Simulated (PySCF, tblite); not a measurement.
Species: C₄H₄N₂O₂S.
Structure used (GFN2-xTB), in Å, numbered top down from 1:
```
atom  x, y, z in Å
C1    -2.481   -0.422    0.593
O2    -1.063   -0.411    0.691
C3    -0.404    0.159   -0.325
O4    -0.928    0.657   -1.288
C5     1.045    0.101   -0.111
C6     2.050    0.598   -0.923
N7     3.271    0.371   -0.434
N8     3.292   -0.246    0.664
S9     1.799   -0.633    1.245
H10   -2.800   -1.155   -0.151
H11   -2.851   -0.695    1.578
H12   -2.848    0.562    0.298
H13    1.913    1.115   -1.854
```

Method used: CAM-B3LYP/def2-SVPD in PySCF (dipole) on a GFN2-xTB geometry, gas phase.

Take the most abundant isotopes and a rigid rotor. The values belong to one conformer with, in the numbering `[CH3:1][O:2][C:3](=[O:4])[c:5]1[cH:6][n:7][n:8][s:9]1`, C1–O2–C3–O4 1°, O2–C3–C5–C6 -179°.

Question: Give the principal moments of inertia and the rotational constants in MHz.

Answer: Ia = 144.03, Ib = 517.66, Ic = 658.49 u·Å²; 505379 MHz·u·Å²/I gives A = 3509, B = 976.3, C = 767.5 MHz.

Question: Classify the top.

Answer: An asymmetric top: κ = (2 × 976.3 − 3509 − 767.5)/(3509 − 767.5) = -0.85.

Question: Is it planar, by Δ = Ic − Ia − Ib?

Answer: Not planar: Δ = Ic − Ia − Ib = -3.20 u·Å². For a rigid frame Δ = −2 Σ m c², so Σ m c² = 1.60 u·Å² lies off the ab plane: 1.59 from hydrogen and 0.01 from heavier atoms. The atom farthest from that plane is 0.99 Å away.

Question: Give the other two planar moments, Paa and Pbb, and the rms extents of the mass along the axes.

Answer: Paa = Σ m a² = (Ib + Ic − Ia)/2 = 516.06 and Pbb = Σ m b² = (Ia + Ic − Ib)/2 = 142.43 u·Å². With the mass M = 144.00 u, the rms extents √(P/M) along a, b and c are 1.89, 0.99, 0.11 Å.

Question: Where do the levels up to J = 4 lie, in cm⁻¹?

Answer: Above 0(0,0):
J = 1: 1(0,1) 0.0582, 1(1,1) 0.1426, 1(1,0) 0.1496
J = 2: 2(0,2) 0.1741, 2(1,2) 0.2520, 2(1,1) 0.2729, 2(2,1) 0.5263, 2(2,0) 0.5267
J = 3: 3(0,3) 0.3469, 3(1,3) 0.4158, 3(1,2) 0.4576, 3(2,2) 0.7008, 3(2,1) 0.7029, 3(3,1) 1.1408, 3(3,0) 1.1409
J = 4: 4(0,4) 0.5756, 4(1,4) 0.6338, 4(1,3) 0.7033, 4(2,3) 0.9332, 4(2,2) 0.9393, 4(3,2) 1.3743, 4(3,1) 1.3744, 4(4,1) 1.9893, 4(4,0) 1.9893
The levels of one J sum to (2J + 1)J(J + 1)(A + B + C)/3.

Question: Which types of transition are allowed, and where do some lines up to J = 4 fall?

Answer: The dipole components are |μa| = 3.46 D, |μb| = 1.72 D, |μc| = 0.02 D. The squared components, which scale the intensities, stand as 1.00 : 0.25 : 0.00 (a : b : c). Some lines, for components of 0.1 D or more:

```
type  branch         J(Ka,Kc)    MHz  lower level (cm⁻¹)
   b       Q  1(1,0) ← 1(0,1)   2741               0.058
   a       R  2(1,1) ← 1(1,0)   3696               0.150
   b       Q  4(1,3) ← 4(0,4)   3830               0.576
   b       R  1(1,1) ← 0(0,0)   4276               0.000
   a       R  4(3,1) ← 3(3,0)   7001               1.141
   a       R  4(2,2) ← 3(2,1)   7087               0.703
   b       Q  2(2,0) ← 2(1,1)   7610               0.273
   b       Q  2(2,1) ← 2(1,2)   8224               0.252
   b       Q  3(2,2) ← 3(1,3)   8544               0.416
   b       Q  4(2,3) ← 4(1,4)   8976               0.634
   b       Q  3(3,0) ← 3(2,1)  13131               0.703
   b       R  3(2,1) ← 2(1,2)  13517               0.252
   b       R  4(2,2) ← 3(1,3)  15693               0.416
   b       R  3(3,1) ← 2(2,0)  18411               0.527
   b       Q  4(4,0) ← 4(3,1)  18433               1.374
```

Its GFN2-xTB frequencies are all real (lowest 22 cm⁻¹). Constants of a rigid frame at the computed geometry: no zero-point averaging, no centrifugal distortion. A rigid rotor knows nothing of internal rotation, which can split or shift real lines. Quadrupole hyperfine structure (14N) is left out.
